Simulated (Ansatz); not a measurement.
Stepwise reaction of `NB(N)Cl` with hydrogen, as a gas-phase model of exchange steps in deposition or etching. ΔE in kJ/mol; ΔG adds harmonic PBE0-D4 terms to CCSD(T)/CBS, at 1 bar.

Gas-phase electronic energies from Ansatz, PBE0-D4/def2-TZVP geometries. CCSD(T)/CBS is the MP2 limit (def2-TZVPP, def2-QZVPP) plus CCSD(T) − MP2 in def2-TZVPP, frozen cores. This one scheme is used for every species. DFT in def2-TZVPP. B3LYP here is the variant with VWN-RPA as its local correlation; programs differ in this. One conformer a species, not always the lowest.

```csv
step,reaction,PBE-D4,B3LYP-D4,ωB97M-V,CCSD(T)/CBS,ΔG(500 K)
2,`NBCl` + H₂ → `BCl` + NH₃,125.5,122.3,122.0,117.5,114.4
```

(1) Give the row of step 1, `NB(N)Cl` + H₂ → `NBCl` + NH₃. (An estimate is asked.)

(2) By hand: ΔE of the 2 steps together at CCSD(T)/CBS.

## Answers

(1) Computed: 
```csv
step,reaction,PBE-D4,B3LYP-D4,ωB97M-V,CCSD(T)/CBS,ΔG(500 K)
1,`NB(N)Cl` + H₂ → `NBCl` + NH₃,64.6,65.9,66.2,63.5,62.1
```

(2) (63.5) + (117.5) = 181.0 kJ/mol, or 90.5 kJ/mol a step.

In ΔE each step is higher than the one before. All are uphill at CCSD(T)/CBS. ΔG lies between 62.1 and 114.4 kJ/mol a step. PBE-D4 differs from CCSD(T)/CBS by 1.1 to 8.0 kJ/mol a step. Isolated molecules leave out the surface, adducts and barriers. Largest T1 diagnostic: 0.012.
